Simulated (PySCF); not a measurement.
# Calcium: a sound run and one with changed settings

Sound run: Ca²⁺ [Ar], Ca³⁺ [Ne] 3s2 3p5. Computed with PySCF 2.14 in pcseg-2, with the non-relativistic Hamiltonian (point nucleus). The sound run starts from symmetry-adapted Hartree-Fock orbitals and uses a fine grid where one is needed.

Changed run: radial step 1.2 in ln r (0.13 in the sound run). This setting is unsound on purpose.

| species | method | sound run (hartree) | changed run (hartree) | converged |
| --- | --- | --- | --- | --- |
| Ca²⁺ | UHF | -676.13987 | -676.13987 | yes |
| Ca²⁺ | MN15 | -676.90658 | -679.56618 | yes |
| Ca²⁺ | PBE | -676.68113 | -680.17777 | yes |
| Ca³⁺ | UHF | -674.31359 | -674.31359 | yes |
| Ca³⁺ | MN15 | -675.02198 | -677.61440 | yes |
| Ca³⁺ | PBE | -674.81078 | -678.13837 | yes |

Ionisation energy of Ca²⁺:

| method | sound run (eV) | changed run (eV) |
| --- | --- | --- |
| UHF | 49.696 | 49.696 |
| MN15 | 51.283 | 53.111 |
| PBE | 50.895 | 55.495 |

A coarse radial grid mis-integrates the density and the exchange-correlation energy, with errors of either sign; Hartree-Fock needs no grid.

For comparison, NIST gives 50.913 eV between the lowest levels.
